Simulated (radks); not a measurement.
Results of a calculation; reference values are marked as such.
Ionisation of N3+, [He] 2s2, to N4+, [He] 2s1, under several functionals. Dirac Kohn-Sham, spin-unpolarised, spherical densities, finite nucleus; a radial shooting solver on a logarithmic mesh with Libxc functionals.

| functional | E(N3+) (hartree) | Exc (hartree) | IE (eV) | -e(HOMO) (eV) | <r> HOMO (bohr) | IE error (eV) |
|---|---|---|---|---|---|---|
| LDA (Slater exchange, Perdew-Wang correlation) | -50.75180 | -4.74614 | 77.476 | 67.793 | 1.108 | +0.002 |
| LDA (Slater exchange, VWN5 correlation) | -50.75309 | -4.74749 | 77.481 | 67.799 | 1.108 | +0.008 |
| B86b exchange with PBE correlation | -51.20712 | -5.22785 | 77.905 | 68.203 | 1.104 | +0.432 |
| exchange-only PBE | -51.06443 | -5.08025 | 76.892 | 67.120 | 1.108 | -0.581 |

NIST Atomic Spectra Database: 77.474 eV (measured). Closest: LDA (Slater exchange, Perdew-Wang correlation). The Delta-SCF values span 1.01 eV, the total energies 0.46 hartree. The highest occupied level is 2s1/2. Spin polarisation and multiplet splitting are left out, so open shells lie too high by an amount that depends on their filling.

Beside tabulated values, note that spin-unpolarised runs miss the spin-polarisation part of the exchange energy of open shells.
